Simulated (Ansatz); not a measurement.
Input for Ansatz (a program for electronic structure): R-PBE/def2-TZVPP on GeHO (SMILES [OH+]=[Ge]). Charge +1.

Ansatz 0.2 input:
```yaml
crystal:
  periodic: [false, false, false]
  atoms:
    - {symbol: O, position_ang: [-0.00000000, -0.00000000, -1.28498187]}
    - {symbol: Ge, position_ang: [0.00000000, 0.00000000, 0.40064928]}
    - {symbol: H, position_ang: [0.00000000, 0.00000000, -2.25937026]}
basis:
  gaussian:
    orbitals: def2-TZVPP
hamiltonian:
  xc: {name: PBE}
total_charge: 1
accuracy: high
phonons: {}
scf: {lower_state_search: off}
```

It printed:

```
WARN ansatz: RAYON_NUM_THREADS=1 ignored (pool sized by the plan → 1); use --threads N
Functional definition: PBE
these checks for a lower state are left out or cut short: stability, starts, cluster_reference, orbital_swaps, neighbouring_geometries, increment
integrals: 0.10 GiB planned
1365 factors; integrals over basis functions are off by at most 2.9e-9 eV
mean field: 0.23 GiB planned
mean field evaluation 1: about -58538.3602 eV, gradient 1.3e2 eV
mean field evaluation 2: about -58345.7207 eV, gradient 2.2e2 eV
mean field evaluation 4: about -58563.7280 eV, gradient 2.3e1 eV
mean field evaluation 8: about -58564.4309 eV, gradient 4.7e-2 eV
mean field evaluation 16: about -58564.4295 eV, gradient 1.1e-6 eV
mean field -58564.42945653 eV, -2152.2030861314 hartree, gradient 1.3e-8 eV, S^2 0.000000; 0 other end points of the search recorded, 0 dependent functions left out
the calculation of the forces begins
reference -58564.42945899 eV, -2152.2030862219 hartree; 20, 20 occupied and 73, 73 virtual orbitals, 1365 factors
these checks for a lower state are left out or cut short: stability, starts, cluster_reference, orbital_swaps, neighbouring_geometries, increment
integrals: 0.10 GiB planned
1365 factors; integrals over basis functions are off by at most 2.9e-9 eV
mean field: 0.23 GiB planned
mean field -58564.42945585 eV, -2152.2030861064 hartree, gradient 7.0e-8 eV, S^2 0.000000; 0 other end points of the search recorded, 0 dependent functions left out
the calculation of the forces begins
reference -58564.42945831 eV, -2152.2030861969 hartree; 20, 20 occupied and 73, 73 virtual orbitals, 1365 factors
these checks for a lower state are left out or cut short: stability, starts, cluster_reference, orbital_swaps, neighbouring_geometries, increment
integrals: 0.10 GiB planned
1365 factors; integrals over basis functions are off by at most 2.9e-9 eV
mean field: 0.23 GiB planned
mean field evaluation 32: about -58564.4295 eV, gradient 9.5e-5 eV
mean field -58564.42945585 eV, -2152.2030861064 hartree, gradient 7.0e-8 eV, S^2 0.000000; 0 other end points of the search recorded, 0 dependent functions left out
the calculation of the forces begins
reference -58564.42945831 eV, -2152.2030861969 hartree; 20, 20 occupied and 73, 73 virtual orbitals, 1365 factors
these checks for a lower state are left out or cut short: stability, starts, cluster_reference, orbital_swaps, neighbouring_geometries, increment
integrals: 0.10 GiB planned
1365 factors; integrals over basis functions are off by at most 2.9e-9 eV
mean field: 0.23 GiB planned
mean field -58564.42945585 eV, -2152.2030861064 hartree, gradient 7.0e-8 eV, S^2 0.000000; 0 other end points of the search recorded, 0 dependent functions left out
the calculation of the forces begins
reference -58564.42945831 eV, -2152.2030861969 hartree; 20, 20 occupied and 73, 73 virtual orbitals, 1365 factors
these checks for a lower state are left out or cut short: stability, starts, cluster_reference, orbital_swaps, neighbouring_geometries, increment
integrals: 0.10 GiB planned
1365 factors; integrals over basis functions are off by at most 2.9e-9 eV
mean field: 0.23 GiB planned
mean field -58564.42945585 eV, -2152.2030861064 hartree, gradient 7.0e-8 eV, S^2 0.000000; 0 other end points of the search recorded, 0 dependent functions left out
the calculation of the forces begins
reference -58564.42945831 eV, -2152.2030861969 hartree; 20, 20 occupied and 73, 73 virtual orbitals, 1365 factors
these checks for a lower state are left out or cut short: stability, starts, cluster_reference, orbital_swaps, neighbouring_geometries, increment
integrals: 0.10 GiB planned
1365 factors; integrals over basis functions are off by at most 2.9e-9 eV
mean field: 0.23 GiB planned
mean field -58564.42919325 eV, -2152.2030764561 hartree, gradient 7.9e-8 eV, S^2 0.000000; 0 other end points of the search recorded, 0 dependent functions left out
the calculation of the forces begins
reference -58564.42919571 eV, -2152.2030765466 hartree; 20, 20 occupied and 73, 73 virtual orbitals, 1365 factors
these checks for a lower state are left out or cut short: stability, starts, cluster_reference, orbital_swaps, neighbouring_geometries, increment
integrals: 0.10 GiB planned
1365 factors; integrals over basis functions are off by at most 3.0e-9 eV
mean field: 0.23 GiB planned
mean field evaluation 64: about -58564.4292 eV, gradient 7.3e-8 eV
mean field -58564.42919254 eV, -2152.2030764298 hartree, gradient 7.3e-8 eV, S^2 0.000000; 0 other end points of the search recorded, 0 dependent functions left out
the calculation of the forces begins
reference -58564.42919500 eV, -2152.2030765203 hartree; 20, 20 occupied and 73, 73 virtual orbitals, 1365 factors
these checks for a lower state are left out or cut short: stability, starts, cluster_reference, orbital_swaps, neighbouring_geometries, increment
integrals: 0.10 GiB planned
1365 factors; integrals over basis functions are off by at most 2.9e-9 eV
mean field: 0.23 GiB planned
mean field -58564.42945644 eV, -2152.2030861280 hartree, gradient 9.5e-8 eV, S^2 0.000000; 0 other end points of the search recorded, 0 dependent functions left out
the calculation of the forces begins
reference -58564.42945890 eV, -2152.2030862185 hartree; 20, 20 occupied and 73, 73 virtual orbitals, 1365 factors
these checks for a lower state are left out or cut short: stability, starts, cluster_reference, orbital_swaps, neighbouring_geometries, increment
integrals: 0.10 GiB planned
1365 factors; integrals over basis functions are off by at most 2.9e-9 eV
mean field: 0.23 GiB planned
mean field -58564.42945644 eV, -2152.2030861280 hartree, gradient 9.5e-8 eV, S^2 0.000000; 0 other end points of the search recorded, 0 dependent functions left out
the calculation of the forces begins
reference -58564.42945890 eV, -2152.2030862185 hartree; 20, 20 occupied and 73, 73 virtual orbitals, 1365 factors
these checks for a lower state are left out or cut short: stability, starts, cluster_reference, orbital_swaps, neighbouring_geometries, increment
integrals: 0.10 GiB planned
1365 factors; integrals over basis functions are off by at most 2.9e-9 eV
mean field: 0.23 GiB planned
mean field -58564.42945644 eV, -2152.2030861280 hartree, gradient 9.5e-8 eV, S^2 0.000000; 0 other end points of the search recorded, 0 dependent functions left out
the calculation of the forces begins
reference -58564.42945890 eV, -2152.2030862185 hartree; 20, 20 occupied and 73, 73 virtual orbitals, 1365 factors
these checks for a lower state are left out or cut short: stability, starts, cluster_reference, orbital_swaps, neighbouring_geometries, increment
integrals: 0.10 GiB planned
1365 factors; integrals over basis functions are off by at most 2.9e-9 eV
mean field: 0.23 GiB planned
mean field -58564.42945644 eV, -2152.2030861280 hartree, gradient 9.5e-8 eV, S^2 0.000000; 0 other end points of the search recorded, 0 dependent functions left out
the calculation of the forces begins
reference -58564.42945890 eV, -2152.2030862185 hartree; 20, 20 occupied and 73, 73 virtual orbitals, 1365 factors
these checks for a lower state are left out or cut short: stability, starts, cluster_reference, orbital_swaps, neighbouring_geometries, increment
integrals: 0.10 GiB planned
1365 factors; integrals over basis functions are off by at most 2.9e-9 eV
mean field: 0.23 GiB planned
mean field evaluation 96: about -58564.4293 eV, gradient 7.0e-5 eV
mean field -58564.42934178 eV, -2152.2030819145 hartree, gradient 7.4e-8 eV, S^2 0.000000; 0 other end points of the search recorded, 0 dependent functions left out
the calculation of the forces begins
reference -58564.42934424 eV, -2152.2030820050 hartree; 20, 20 occupied and 73, 73 virtual orbitals, 1365 factors
these checks for a lower state are left out or cut short: stability, starts, cluster_reference, orbital_swaps, neighbouring_geometries, increment
integrals: 0.10 GiB planned
1365 factors; integrals over basis functions are off by at most 2.9e-9 eV
mean field: 0.23 GiB planned
mean field -58564.42934068 eV, -2152.2030818741 hartree, gradient 7.5e-8 eV, S^2 0.000000; 0 other end points of the search recorded, 0 dependent functions left out
the calculation of the forces begins
reference -58564.42934315 eV, -2152.2030819646 hartree; 20, 20 occupied and 73, 73 virtual orbitals, 1365 factors
these checks for a lower state are left out or cut short: stability, starts, cluster_reference, orbital_swaps, neighbouring_geometries, increment
integrals: 0.10 GiB planned
1365 factors; integrals over basis functions are off by at most 2.9e-9 eV
mean field: 0.23 GiB planned
mean field -58564.42945625 eV, -2152.2030861213 hartree, gradient 2.8e-8 eV, S^2 0.000000; 0 other end points of the search recorded, 0 dependent functions left out
the calculation of the forces begins
reference -58564.42945872 eV, -2152.2030862118 hartree; 20, 20 occupied and 73, 73 virtual orbitals, 1365 factors
these checks for a lower state are left out or cut short: stability, starts, cluster_reference, orbital_swaps, neighbouring_geometries, increment
integrals: 0.10 GiB planned
1365 factors; integrals over basis functions are off by at most 2.9e-9 eV
mean field: 0.23 GiB planned
mean field -58564.42945625 eV, -2152.2030861213 hartree, gradient 2.8e-8 eV, S^2 0.000000; 0 other end points of the search recorded, 0 dependent functions left out
the calculation of the forces begins
reference -58564.42945872 eV, -2152.2030862118 hartree; 20, 20 occupied and 73, 73 virtual orbitals, 1365 factors
these checks for a lower state are left out or cut short: stability, starts, cluster_reference, orbital_swaps, neighbouring_geometries, increment
integrals: 0.10 GiB planned
1365 factors; integrals over basis functions are off by at most 2.9e-9 eV
mean field: 0.23 GiB planned
mean field -58564.42945625 eV, -2152.2030861213 hartree, gradient 2.8e-8 eV, S^2 0.000000; 0 other end points of the search recorded, 0 dependent functions left out
the calculation of the forces begins
reference -58564.42945872 eV, -2152.2030862118 hartree; 20, 20 occupied and 73, 73 virtual orbitals, 1365 factors
these checks for a lower state are left out or cut short: stability, starts, cluster_reference, orbital_swaps, neighbouring_geometries, increment
integrals: 0.10 GiB planned
1365 factors; integrals over basis functions are off by at most 2.9e-9 eV
mean field: 0.23 GiB planned
mean field evaluation 128: about -58564.4309 eV, gradient 1.5e-1 eV
mean field -58564.42945625 eV, -2152.2030861213 hartree, gradient 2.8e-8 eV, S^2 0.000000; 0 other end points of the search recorded, 0 dependent functions left out
the calculation of the forces begins
reference -58564.42945872 eV, -2152.2030862118 hartree; 20, 20 occupied and 73, 73 virtual orbitals, 1365 factors
these checks for a lower state are left out or cut short: stability, starts, cluster_reference, orbital_swaps, neighbouring_geometries, increment
integrals: 0.10 GiB planned
1365 factors; integrals over basis functions are off by at most 3.0e-9 eV
mean field: 0.23 GiB planned
mean field -58564.42930730 eV, -2152.2030806473 hartree, gradient 2.1e-8 eV, S^2 0.000000; 0 other end points of the search recorded, 0 dependent functions left out
the calculation of the forces begins
reference -58564.42930976 eV, -2152.2030807377 hartree; 20, 20 occupied and 73, 73 virtual orbitals, 1365 factors
these checks for a lower state are left out or cut short: stability, starts, cluster_reference, orbital_swaps, neighbouring_geometries, increment
integrals: 0.10 GiB planned
1365 factors; integrals over basis functions are off by at most 2.9e-9 eV
mean field: 0.23 GiB planned
mean field -58564.42930907 eV, -2152.2030807123 hartree, gradient 1.7e-8 eV, S^2 0.000000; 0 other end points of the search recorded, 0 dependent functions left out
the calculation of the forces begins
reference -58564.42931153 eV, -2152.2030808029 hartree; 20, 20 occupied and 73, 73 virtual orbitals, 1365 factors
Total energy: -58564.42945899 eV, -2152.2030862219 hartree
Atom 0 at    -0.000000    -0.000000    -1.284982 Å, force     0.000000    -0.000000    -0.000006 eV/Å
Atom 1 at     0.000000     0.000000     0.400649 Å, force    -0.000000    -0.000000     0.000013 eV/Å
Atom 2 at     0.000000     0.000000    -2.259370 Å, force    -0.000000     0.000000    -0.000007 eV/Å
Dipole moment:     0.000000    -0.000000    -0.089503 e Å
Vibrations: 165.61 165.61 852.04 3694.94 cm⁻¹, zero-point energy 0.302411 eV
Checks for a lower state left out: stability, starts, cluster_reference, orbital_swaps, neighbouring_geometries, increment
```

The run converged.

Cost: about 50 core-seconds (a rough figure).
